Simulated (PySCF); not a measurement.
Stepwise substitution at one centre (Si OH-H). Isolated molecules, 0 K electronic values unless said otherwise. One relaxed conformer stands for each flexible species; it need not be the lowest. Strings in code marks are SMILES.

The HOMO–LUMO gap from two functionals at the same geometries (PBE0-D3(BJ)/def2-TZVP), both in PySCF: PBE-D3(BJ)/def2-TZVP and ωB97X-D3(BJ)/def2-TZVP. 

```tsv
species	ωB97X-D3(BJ)/def2-TZVP (eV)
0 of 4 OH replaced by H	14.11
1 of 4 OH replaced by H (`O[SiH](O)O`)	14.14
2 of 4 OH replaced by H (`O[SiH2]O` (H–O–Si–O torsion 66°, O–Si–O–H torsion 66°))	13.89
3 of 4 OH replaced by H (`O[SiH3]`)	13.28
```

### Question
What does PBE-D3(BJ)/def2-TZVP give for each?

### Answer

- 0 of 4 OH replaced by H: 6.91
- 1 of 4 OH replaced by H (`O[SiH](O)O`): 7.18
- 2 of 4 OH replaced by H (`O[SiH2]O` (H–O–Si–O torsion 66°, O–Si–O–H torsion 66°)): 7.02
- 3 of 4 OH replaced by H (`O[SiH3]`): 6.38
Over these rows, drawn at random from the members with no instability flagged (it was tested for open shells, ions and some series alone), PBE minus ωB97X-D3(BJ): mean -6.98 eV, from -7.20 eV to -6.87 eV.
